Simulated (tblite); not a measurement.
C₄H₉OSi (doublet state).
Structure used (GFN2-xTB), in Å, numbered top down from 1:
```xyz
15
C4H9OSi angstrom
C      2.9970    0.8646    0.1731
C      1.5091    0.6799    0.0990
C      0.8881   -0.4539    0.0466
C     -0.4334   -1.0561   -0.0330
O     -1.4370   -0.0572   -0.0572
Si    -3.0428   -0.2255   -0.1417
H      3.3423    1.4492   -0.6787
H      3.2603    1.4056    1.0811
H      3.5044   -0.0958    0.1727
H      0.9515    1.6243    0.0919
H     -0.5999   -1.7135    0.8316
H     -0.5121   -1.6684   -0.9422
H     -3.4291    1.1751   -0.1334
H     -3.5607   -0.9840    1.0022
H     -3.4421   -0.9363   -1.3613
```

Computed geometry: GFN2-xTB, gas phase. This method treats the open shell by occupation alone, without spin polarisation.

Masses are those of the commonest isotopes; rigid-rotor values at the optimised geometry. The values belong to one conformer with, in the numbering `[CH3:1]/[CH:2]=[C:3]/[CH2:4][O:5][SiH3:6]`, C2–C3–C4–O5 0°, C3–C4–O5–Si6 180°.

**Question.** What are A, B and C (GHz)?

**Answer.** Ia = 40.21, Ib = 507.77, Ic = 536.02 u·Å²; 505379 MHz·u·Å²/I gives 12568, 995.3 and 942.8 MHz, that is A = 12.568, B = 0.9953, C = 0.9428 GHz.

**Question.** Classify the top.

**Answer.** A near-prolate asymmetric top: κ = (2 × 995.3 − 12568 − 942.8)/(12568 − 942.8) = -0.99.

**Question.** What does the inertial defect say?

**Answer.** Not planar: Δ = Ic − Ia − Ib = -11.96 u·Å². For a rigid frame Δ = −2 Σ m c², so Σ m c² = 5.98 u·Å² lies off the ab plane, practically all of it from hydrogen. The atom farthest from that plane is 1.18 Å away.

**Question.** Give the other two planar moments, Paa and Pbb, and the rms extents of the mass along the axes.

**Answer.** Paa = Σ m a² = (Ib + Ic − Ia)/2 = 501.79 and Pbb = Σ m b² = (Ia + Ic − Ib)/2 = 34.23 u·Å². With the mass M = 101.04 u, the rms extents √(P/M) along a, b and c are 2.23, 0.58, 0.24 Å.

**Question.** Where do the levels up to J = 4 lie, in MHz?

**Answer.** Above 0(0,0):
J = 1: 1(0,1) 1938, 1(1,1) 13511, 1(1,0) 13564
J = 2: 2(0,2) 5814, 2(1,2) 17335, 2(1,1) 17492, 2(2,1) 52211, 2(2,0) 52211
J = 3: 3(0,3) 11628, 3(1,3) 23070, 3(1,2) 23385, 3(2,2) 58025, 3(2,1) 58026, 3(3,1) 116022, 3(3,0) 116022
J = 4: 4(0,4) 19379, 4(1,4) 30718, 4(1,3) 31242, 4(2,3) 65778, 4(2,2) 65781, 4(3,2) 123774, 4(3,1) 123774, 4(4,1) 204968, 4(4,0) 204968

For this open shell read J as N, the rotation without spin; fine and hyperfine splittings come on top. Its GFN2-xTB frequencies are all real (lowest 23 cm⁻¹). These are rigid-rotor constants of the computed structure; measured ground-state constants (B0) also hold zero-point vibration.
